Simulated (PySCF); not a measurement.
Compound: C7H13NPSi (charge -1).
Geometry (GFN2-xTB, Å), atoms numbered from 1 in this order:
```xyz
23
C7H13NPSi angstrom
C     -3.0145    0.5525   -1.0708
Si    -1.2585    0.0644   -0.4866
C     -1.2195    0.3785    1.4158
C     -1.2656   -1.8718   -0.5618
P      0.2570    1.1279   -1.6370
N      1.5961    0.6909   -0.5710
C      2.2295   -0.5063   -0.5274
C      3.2276   -0.4562    0.4100
C      3.2051    0.8419    0.9549
C      2.1906    1.5144    0.3254
H     -3.2133    1.6009   -0.8782
H     -3.1167    0.3897   -2.1381
H     -3.7767   -0.0342   -0.5671
H     -1.9477   -0.2201    1.9586
H     -1.4057    1.4245    1.6429
H     -0.2328    0.1350    1.7997
H     -0.3608   -2.2675   -0.1077
H     -1.2948   -2.2228   -1.5903
H     -2.1165   -2.3040   -0.0389
H      1.9154   -1.3092   -1.1671
H      3.8971   -1.2559    0.6780
H      3.8587    1.2323    1.7161
H      1.8413    2.5220    0.4507
```

Computed at PBE0/pcSseg-1 (PySCF, non-relativistic), with Q(14N) = 0.02044 b: N6, 14N (I = 1): χzz = -1.665 MHz, η = 0.538.

Problem. Find the zero-field quadrupole resonance frequencies of 14N at N6.

Solution. From ν± = (3/4)|χ|(1 ± η/3) and ν0 = |χ|η/2: ν+ 1.473 MHz, ν− 1.025 MHz, ν0 0.447 MHz (pyrrole-type nitrogen).

In a crystal, neighbours and librations shift these lines. Isolated species at its GFN2-xTB geometry (one conformer only). The pcSseg-1 basis has no diffuse functions, a weakness for an anion. GFN2-xTB bond lengths can be off by several hundredths of an ångström, more for odd bonds, and the gradients follow them. These gradients aren't converged with respect to the basis.
